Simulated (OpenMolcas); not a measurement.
# OpenMolcas run: Fe3+

Input:

```
&GATEWAY
Coord
1

Fe 0.0 0.0 0.0
Basis=ANO-RCC-VTZP
Group=XYZ
NoMove
AngMom=0.0 0.0 0.0
AMFI
&SEWARD
* reference wave functions (RASSCF and RASSI steps not shown): 5 electrons in 5 orbitals (3d)
>>> COPY JOB001 $Project.JobIph
&CASPT2
Multistate=1 1
Frozen=3 6
IPEA=0.25
Imaginary=0.1
MaxIter=60
WThr=0.0 0.3 0.05
PrWF=0.5
NoMix
>>> COPY JOB002 $Project.JobIph
&CASPT2
Multistate=24 1 2 3 4 5 6 7 8 9 10 11 12 13 14 15 16 17 18 19 20 21 22
23 24
Frozen=3 6
IPEA=0.25
Imaginary=0.1
MaxIter=60
WThr=0.0 0.3 0.05
PrWF=0.5
NoMix
>>> COPY JOB003 $Project.JobIph
&CASPT2
Multistate=75 1 2 3 4 5 6 7 8 9 10 11 12 13 14 15 16 17 18 19 20 21 22
23 24 25 26 27 28 29 30 31 32 33 34 35 36 37 38 39 40 41 42 43 44 45 46
47 48 49 50 51 52 53 54 55 56 57 58 59 60 61 62 63 64 65 66 67 68 69 70
71 72 73 74 75
NoMult
Frozen=3 6
IPEA=0.25
Imaginary=0.1
MaxIter=60
WThr=0.0 0.3 0.05
PrWF=0.5
NoMix
```

Launched by
```bash
OMP_NUM_THREADS=1 MOLCAS_MEM=1689 MOLCAS_PROJECT=a pymolcas a.inp > a.log  # once for each step of the input, in one work folder
```

Output, cut to the results:

```
--- CASPT2 ---
Orbital specifications:
      -----------------------

      Symmetry species                           1   2
                                                ag  au
      Frozen orbitals                            3   6
      Inactive orbitals                          0   0
      Active orbitals                            5   0
      Secondary orbitals                        22  23
      Deleted orbitals                           0   0
      Number of basis functions                 30  29
Type of calculation                        SS-CASPT2
      Fock operator                              state-specific
      IPEA shift                                 0.25
      Real shift                                 0.00
      Imaginary shift                            0.10
      The input orbitals will be transformed to quasi-canonical
Reference energy:       -1269.4840753162
      E2 (Non-variational):      -0.0728298820
      Shift correction:          -0.0000231640
      E2 (Variational):          -0.0728530460
      Total energy:           -1269.5569283622
      Residual norm:              0.0000000000
      Reference weight:           0.98876
      Contributions to the CASPT2 correlation energy
      Active & Virtual Only:         -0.0728298820
      One Inactive Excited:           0.0000000000
      Two Inactive Excited:           0.0000000000
::    CASPT2 Root  1     Total energy:  -1269.55692836
--- CASPT2 ---
Orbital specifications:
      -----------------------

      Symmetry species                           1   2
                                                ag  au
      Frozen orbitals                            3   6
      Inactive orbitals                          0   0
      Active orbitals                            5   0
      Secondary orbitals                        22  23
      Deleted orbitals                           0   0
      Number of basis functions                 30  29
Type of calculation                        MS-CASPT2
      Fock operator                              state-specific
      IPEA shift                                 0.25
      Real shift                                 0.00
      Imaginary shift                            0.10
      The input orbitals will be transformed to quasi-canonical
Reference energy:       -1269.3145273220
      E2 (Non-variational):      -0.0820429878
      Shift correction:          -0.0000308513
      E2 (Variational):          -0.0820738390
      Total energy:           -1269.3966011610
      Residual norm:              0.0000005126
      Reference weight:           0.98648
      Contributions to the CASPT2 correlation energy
      Active & Virtual Only:         -0.0820429878
      One Inactive Excited:           0.0000000000
      Two Inactive Excited:           0.0000000000
Reference energy:       -1269.3145273220
      E2 (Non-variational):      -0.0820186144
      Shift correction:          -0.0000306868
      E2 (Variational):          -0.0820493011
      Total energy:           -1269.3965766231
      Residual norm:              0.0000005083
      Reference weight:           0.98650
      Contributions to the CASPT2 correlation energy
      Active & Virtual Only:         -0.0820186144
      One Inactive Excited:           0.0000000000
      Two Inactive Excited:           0.0000000000
::    CASPT2 Root  1     Total energy:  -1269.39660116
::    CASPT2 Root  2     Total energy:  -1269.39657662
::    CASPT2 Root  3     Total energy:  -1269.39656002
::    CASPT2 Root  4     Total energy:  -1269.39662828
::    CASPT2 Root  5     Total energy:  -1269.39658350
::    CASPT2 Root  6     Total energy:  -1269.39658964
::    CASPT2 Root  7     Total energy:  -1269.39650606
::    CASPT2 Root  8     Total energy:  -1269.39658624
::    CASPT2 Root  9     Total energy:  -1269.39655415
::    CASPT2 Root 10     Total energy:  -1269.38085372
::    CASPT2 Root 11     Total energy:  -1269.38082518
::    CASPT2 Root 12     Total energy:  -1269.38084882
::    CASPT2 Root 13     Total energy:  -1269.36284123
::    CASPT2 Root 14     Total energy:  -1269.36286246
::    CASPT2 Root 15     Total energy:  -1269.36284387
::    CASPT2 Root 16     Total energy:  -1269.36284969
::    CASPT2 Root 17     Total energy:  -1269.36286461
::    CASPT2 Root 18     Total energy:  -1269.29749273
::    CASPT2 Root 19     Total energy:  -1269.29753456
::    CASPT2 Root 20     Total energy:  -1269.29746856
::    CASPT2 Root 21     Total energy:  -1269.29755528
::    CASPT2 Root 22     Total energy:  -1269.29757380
::    CASPT2 Root 23     Total energy:  -1269.29768701
::    CASPT2 Root 24     Total energy:  -1269.29760887
::    MS-CASPT2 Root  1     Total energy:  -1269.39715304
::    MS-CASPT2 Root  2     Total energy:  -1269.39682897
::    MS-CASPT2 Root  3     Total energy:  -1269.39669810
::    MS-CASPT2 Root  4     Total energy:  -1269.39665060
::    MS-CASPT2 Root  5     Total energy:  -1269.39661473
::    MS-CASPT2 Root  6     Total energy:  -1269.39654088
--- CASPT2 ---
Orbital specifications:
      -----------------------

      Symmetry species                           1   2
                                                ag  au
      Frozen orbitals                            3   6
      Inactive orbitals                          0   0
      Active orbitals                            5   0
      Secondary orbitals                        22  23
      Deleted orbitals                           0   0
      Number of basis functions                 30  29
Type of calculation                        SS-CASPT2
      Fock operator                              state-specific
      IPEA shift                                 0.25
      Real shift                                 0.00
      Imaginary shift                            0.10
      The input orbitals will be transformed to quasi-canonical
Reference energy:       -1269.2427335886
      E2 (Non-variational):      -0.0809976256
      Shift correction:          -0.0000314192
...
```

Levels above the lowest, from the spin-orbit matrix with the single-state CASPT2 energies, averaged by term, on its diagonal:

| Configuration | Term | J | E (cm⁻¹) | Measured (cm⁻¹) | g | Term weight % | Second |
| --- | --- | --- | --- | --- | --- | --- | --- |
| 3d⁵ | ⁶S | 5/2 | 0.0 | 0.0 | 2.002 | 100 |  |
| 3d⁵ | ⁴G | 5/2 | 35160 |  | 0.571 | 100 |  |
| 3d⁵ | ⁴G | 7/2 | 35190 |  | 0.984 | 100 |  |
| 3d⁵ | ⁴G | 11/2 | 35200 | 32246 | 1.273 | 100 |  |
| 3d⁵ | ⁴G | 9/2 | 35210 |  | 1.172 | 100 |  |
| 3d⁵ | ⁴P | 5/2 | 38490 | 35254 | 1.592 | 96 | 3 ⁴D |
| 3d⁵ | ⁴P | 3/2 | 38560 | 35333 | 1.721 | 97 | 3 ⁴D |
| 3d⁵ | ⁴P | 1/2 | 38630 | 35407 | 2.648 | 99 |  |
| 3d⁵ | ⁴D | 7/2 | 42580 | 38779 | 1.429 | 100 |  |
| 3d⁵ | ⁴D | 1/2 | 42660 | 38897 | 0.020 | 99 |  |
| 3d⁵ | ⁴D | 3/2 | 42710 |  | 1.213 | 97 | 3 ⁴P |
| 3d⁵ | ⁴D | 5/2 | 42720 |  | 1.379 | 96 | 3 ⁴P |
| 3d⁵ | ²I | 11/2 | 51130 |  | 0.924 | 99 |  |
| 3d⁵ | ²I | 13/2 | 51200 |  | 1.077 | 100 |  |
| 3d⁵ | ²D(1) | 5/2 | 54480 | 49542 | 1.103 | 70 | 28 ²F(1) |
| 3d⁵ | ²D(1) | 3/2 | 55040 | 50051 | 0.767 | 92 | 8 ⁴F |
| 3d⁵ | ²F(1) | 7/2 | 56320 | 51394 | 1.144 | 98 |  |
| 3d⁵ | ⁴F | 5/2 | 56840 |  | 0.985 | 64 | 31 ²F(1) |
| 3d⁵ | ⁴F | 9/2 | 56890 | 52621 | 1.331 | 99 |  |
| 3d⁵ | ⁴F | 7/2 | 56940 | 52695 | 1.236 | 98 |  |
| 3d⁵ | ⁴F | 3/2 | 57130 |  | 0.432 | 92 | 8 ²D(1) |
| 3d⁵ | ²F(1) | 5/2 | 57280 |  | 0.999 | 41 | 34 ⁴F |
| 3d⁵ | ²H | 9/2 | 60820 | 56058 | 0.924 | 93 | 7 ²G(1) |
| 3d⁵ | ²H | 11/2 | 61080 | 56369 | 1.090 | 99 |  |

Against the 13 measured excited levels shown (Corliss and Sugar, J. Phys. Chem. Ref. Data 11, 135 (1982)) the mean absolute deviation is 4100 cm-1; the largest miss in energy is 3d⁵ ²D_3/2(1): computed 55040, measured 50051 cm⁻¹ (+10.0 %).

CASPT2 does not keep the components of a term degenerate, so their means are used; among the terms shown or strongly mixed into the levels shown the widest spread is 66 cm-1 (3d⁵ ²H). Measured partners are found by configuration, term and J. A level has none where our copy of the source lacks it or the pairing is in doubt (some pairs that miss far off the trend of their configuration count as doubtful), and it then counts in no deviation. Levels of configurations outside the active space are missing. The table shows the lowest 24 of 37 levels.

The term weight is that of the spin-free term in the level, not the purity of its configuration. A number in round brackets counts repeated terms of one configuration in the order of the reference energies.
